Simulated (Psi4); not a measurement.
Pair of molecules: PH3 (SMILES P) (first 4 atoms) with Si2H6 (SMILES [SiH3][SiH3]); geometry from B3LYP-D3(BJ)/def2-TZVP, rigid monomers moved along the line of their centres of mass till H4···Si5 is 6.04 Å.
(charge 0, multiplicity 1):
```xyz
12

P     -0.36015     0.22824    -0.07538
H      0.78130    -0.17925     0.66057
H      0.36734     1.17819    -0.83875
H     -0.74947     1.18356     0.89775
Si     0.84876     0.57066     6.68749
Si    -0.63656    -1.24268     6.62556
H      0.19495     1.79555     6.16745
H      2.05007     0.28788     5.86619
H      1.27811     0.81986     8.08566
H     -1.82134    -0.95807     7.47122
H      0.03048    -2.46430     7.13797
H     -1.09715    -1.50235     5.24045
```

Calculation: SAPT0/jun-cc-pV(D+d)Z (Psi4 1.11).

Task: Give the four SAPT terms and the total, and say what mostly holds the pair together.

Result: electrostatics 0.01, exchange 0.00, induction 0.00, dispersion -0.08, total -0.06 kcal/mol; the largest attraction is dispersion.
